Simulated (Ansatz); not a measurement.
Species: CH3Cl2Ga, net charge 0, singlet state. 
Structure (B3LYP-D3(BJ)/def2-TZVP (Ansatz, a program for electronic structure) minimum search):
```xyz
7

C     -2.1776    -0.5227    -0.1380
Ga    -0.2781    -0.0674    -0.0223
Cl     1.2834    -1.5487     0.0710
Cl     0.4391     1.9631     0.0444
H     -2.2985    -1.4938    -0.6141
H     -2.7080     0.2440    -0.6997
H     -2.5892    -0.5685     0.8710
```
Charge 0, spin multiplicity 1.

Basis-set convergence of Hartree-Fock and CCSD correlation energies (hartree) with Ansatz. Valence correlation only, unless marked. Spin-orbit coupling is left out. The frozen core is the preceding noble-gas configuration, with the filled d and f shells of earlier blocks. No relativistic terms.

```json
[
 {"basis": "def2-SVPD", "functions": "136", "E(HF)": "-2881.44572", "E(corr, CCSD)": "-0.54508"},
 {"basis": "def2-TZVPPD", "functions": "244", "E(HF)": "-2882.03955", "E(corr, CCSD)": "-0.67644"},
 {"basis": "def2-QZVPPD", "functions": "415", "E(HF)": "-2882.10543", "E(corr, CCSD)": "-0.72373"}
]
```

Extrapolating the two largest sets (X = 3 and 4) as X^-3: E(corr) = (64·(-0.72373) - 27·(-0.67644))/37 = -0.7582 Eh, an estimate of the basis-set limit. The largest set recovers 95.4 % of it, the smallest 71.9 %.
